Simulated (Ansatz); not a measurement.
`FCCOC(F)F` → `COCC(F)(F)F`  (isomerisation)

Isolated molecules relaxed with PBE0-D4/def2-TZVP in Ansatz; ΔE leaves out vibrations. CCSD(T)/CBS adds triple-zeta CCSD(T) − MP2 to the extrapolated MP2 energy (def2 sets, frozen cores). DFT in def2-TZVPP. HSE06 is defined as in plane-wave codes. Each species was taken in one conformer, which may not be the lowest.

`FCCOC(F)F`:

Cartesian coordinates in Å:
```
F 1.361 1.249 -0.360
C -0.009 1.437 -0.363
C -0.715 0.138 -0.642
O -0.751 -0.756 0.455
C 0.416 -1.355 0.798
F 0.994 -0.712 1.838
F 0.130 -2.596 1.224
H -0.299 1.839 0.611
H -0.248 2.161 -1.148
H -1.760 0.346 -0.876
H -0.259 -0.346 -1.514
H 1.140 -1.403 -0.023
```

`COCC(F)(F)F`:

```xyz
12

C     1.090   -0.259    1.313
O     1.140    0.087   -0.054
C     0.061   -0.345   -0.813
C    -1.125    0.604   -0.779
F    -2.078    0.163   -1.611
F    -1.672    0.698    0.442
F    -0.789    1.837   -1.159
H     0.316    0.294    1.852
H     2.064   -0.009    1.732
H     0.913   -1.335    1.439
H     0.383   -0.400   -1.856
H    -0.302   -1.335   -0.506
```

```tsv
level	ΔE (kJ/mol)	difference from CCSD(T)/CBS
BLYP-D4	-4.0	4.3
r2SCANh-D4	-10.3	-2.0
r2SCAN0-D4	-10.3	-2.0
B2PLYP	-6.3	2.0
PBE-QIDH	-8.8	-0.5
r2SCANh	-10.3	-2.0
HSE06	-7.8	0.5
CAM-B3LYP	-6.5	1.8
LC-ωPBE	-7.7	0.6
HF/def2-SVP	-9.3	-1.0
MP2/def2-SVP	-15.3	-7.0
MP2/def2-TZVPP	-8.2	0.1
CCSD/def2-TZVPP	-8.1	0.2
CCSD(T)/def2-TZVPP	-8.4	-0.1
HF/CBS(def2)	-7.5	0.8
CCSD/CBS(def2)	-7.9	0.4
CCSD(T)/CBS	-8.3	0
```

Problem. What do rigid-rotor, harmonic-oscillator terms from PBE0-D4/def2-TZVP frequencies (298.15 K, 1 bar) make of the CCSD(T)/CBS value? (An estimate is asked.)

Solution. Computed: ΔZPE = -3.3 kJ/mol, ΔH = -11.1 kJ/mol, ΔS = -3 J/(mol·K), ΔG = -10.2 kJ/mol. Modes under 50 cm⁻¹ make the entropy rough.

Largest T1 diagnostic among the species: 0.012.

At CCSD(T), def2-SVP lies −6.9 kJ/mol from the extrapolated value and def2-TZVPP −0.1 kJ/mol. Leaving LDA and LC-ωPBE aside and taking each functional with its dispersion term where it has one, the values, not all of them listed here, spread over 7.2 kJ/mol, from B97M-V to BLYP-D4. LDA lies −4.2 kJ/mol from PBE without D4.

CCSD(T)/CBS has its own doubt, a few kJ/mol and more with outer-core shells, so smaller differences from it don't rank the levels.
